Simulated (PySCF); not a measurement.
These are r2SCAN-D4/def2-TZVP in PySCF values and carry that method's errors. Gas-phase values, no solvent. One relaxed conformer stands for a flexible species; it need not be the lowest. Delta-SCF ions had no search for a lower state. Excitations are Tamm–Dancoff values on a coarser integration grid. The basis has no diffuse functions, so Rydberg states are missing or too high.

Reference species (SMILES): `B1C[SiH2]1` (neutral, multiplicity 1).

```json
{
 "vertical ionisation energy (Delta-SCF)": "9.02 eV",
 "S1 oscillator strength": "0.037",
 "LUMO": "-2.16 eV",
 "S1–T1 gap (TDA)": "1.41 eV"
}
```

Changed species: `B[SiH]=C`.

**Question.** Predict the effect on the vertical ionisation energy (Delta-SCF), S1 oscillator strength, LUMO and S1–T1 gap (TDA).

**Answer.** the vertical ionisation energy (Delta-SCF) falls by 0.20 eV, to 8.82 eV; the S1 oscillator strength rises by 0.308, to 0.345; the LUMO drops by 1.49 eV, to -3.65 eV; the S1–T1 gap (TDA) goes up by 1.33 eV, to 2.74 eV.
